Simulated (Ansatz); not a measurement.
A series at Si: from `C#C[Si](Cl)(C#C)C#C`, ligands are replaced one by one, each step taking up HCl and setting free `C#C`; n counts the steps. Ansatz, PBE0-D4/def2-TZVP geometries.

```json
{"n": "0", "molecule": "`C#C[Si](Cl)(C#C)C#C`", "HOMO energy, ωB97M-V/def2-TZVPP (eV)": "-10.62"}
{"n": "1", "molecule": "`C#C[Si](Cl)(Cl)C#C`", "HOMO energy, ωB97M-V/def2-TZVPP (eV)": "-10.85"}
{"n": "2", "molecule": "`C#C[Si](Cl)(Cl)Cl`", "HOMO energy, ωB97M-V/def2-TZVPP (eV)": "?"}
{"n": "3", "molecule": "`Cl[Si](Cl)(Cl)Cl`", "HOMO energy, ωB97M-V/def2-TZVPP (eV)": "-11.77"}
```

**Question.** By hand: fit a straight line y = ȳ + b (n − n̄) to the 3 given rows and predict n = 2.

**Answer.** n̄ = 1.333, ȳ = -11.080; Σ(n − n̄)(y − ȳ) = -1.840, Σ(n − n̄)² = 4.667, so b = -0.394 eV a step. Prediction: -11.080 + (-0.394) × (0.667) = -11.34 eV.

**Question.** By hand: compare with the computed value, -11.17 eV, and give the steps along the whole series.

**Answer.** The line misses by 0.17 eV (computed minus predicted). Steps: -0.23, -0.32, -0.60 eV.

The steps grow at each stage, from -0.23 to -0.60 eV, so the series is curved. The highest orbital can change its character along such a series. The miss is 14.8 % of the series' range.
